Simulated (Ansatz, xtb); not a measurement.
## Relative energy of two structures of H2MoO2S2

We compare I, a triplet given by its coordinates, with II, a singlet given by its coordinates. Both are isolated molecules in the gas phase, relaxed with PBE0-D4/def2-SVP.

I (Å):

```yaml
atoms:
  - { symbol: Mo, position_ang: [0.1549, -0.0247, 0.1950] }
  - { symbol: O, position_ang: [-1.3116, 0.4461, 1.2222] }
  - { symbol: O, position_ang: [1.4494, -1.1272, 0.9270] }
  - { symbol: S, position_ang: [-0.4179, -0.6514, -1.8228] }
  - { symbol: S, position_ang: [1.0257, 1.6974, -0.8384] }
  - { symbol: H, position_ang: [-2.0319, 1.0157, 0.9192] }
  - { symbol: H, position_ang: [2.2446, -1.4212, 0.4621] }
```

Close contacts (Å): Mo1–O2 1.85, Mo1–O3 1.85, Mo1–S4 2.19, Mo1–S5 2.19, Mo1–H6 2.53, Mo1–H7 2.53, O2–H6 0.97, O3–H7 0.97.

II (Å):

```xyz
7

Mo    0.0304   -0.0544   -0.2007
O    -1.2207    0.3812    1.0798
O     0.5709    1.3842   -1.3062
S    -0.3982   -1.7626   -1.3269
S     2.0299    1.0251   -0.5282
H    -1.9716   -0.1129    1.4319
H     1.0205   -0.9287    0.8046
```

Close contacts (Å): Mo1–O2 1.84, Mo1–O3 1.89, Mo1–S4 2.09, Mo1–S5 2.30, O3–S5 1.69, Mo1–H6 2.58, Mo1–H7 1.66, O2–H6 0.97.

Question: Estimate which is lower in electronic energy at CCSD(T)/def2-SVP + ΔMP2/def2-TZVPP, and by roughly how much.

Answer: The CCSD(T)/def2-SVP + ΔMP2/def2-TZVPP calculation puts structure I lower, by 0.386 eV.

Level by level:

```tsv
level	geometry	E(II) − E(I) (eV)	departure from the last row (eV)	job, with rough time for the two
PBE0-D4/def2-SVP	PBE0-D4/def2-SVP	+0.858	+0.473	optimisation, 3.1 min
HF/def2-SVP	PBE0-D4/def2-SVP	+2.513	+2.127	part of the CCSD(T) run
MP2/def2-SVP	PBE0-D4/def2-SVP	−0.268	−0.653	part of the CCSD(T) run
CCSD(T)/def2-SVP	PBE0-D4/def2-SVP	+0.618	+0.232	single point
CCSD(T)/def2-SVP + ΔMP2/def2-TZVPP	PBE0-D4/def2-SVP	+0.386		single point, 3.1 min
```

MP2/def2-SVP puts the two in the other order. The largest departure from CCSD(T)/def2-SVP + ΔMP2/def2-TZVPP is that of HF/def2-SVP, 2.127 eV. At CCSD(T)/def2-SVP + ΔMP2/def2-TZVPP a singlet with the links of I lies below this triplet. Levels run at GFN2-xTB geometries aren't shown. The last row adds to CCSD(T) the change of the MP2 difference between the two basis sets, here −0.232 eV, a large step that makes the value less sure.

With harmonic frequencies from PBE0-D4/def2-SVP (ideal gas, rigid rotor, one conformer each, 298.15 K, 1 atm): the zero-point term adds −0.050 eV; ΔH is +0.317 and ΔG +0.364 eV.

The T1 diagnostic of structure II is large, so the coupled-cluster value is less sure. Open shells are spin-unrestricted. The correlated steps freeze 12 core orbitals. Atoms past krypton carry core potentials in the def2 sets and no spin–orbit term is included. ΔG holds the spin degeneracy. Mirror images aren't counted in ΔG. Programs: Ansatz 0.2.0; the last row on 2 threads of Arm Neoverse V1 on a shared host.
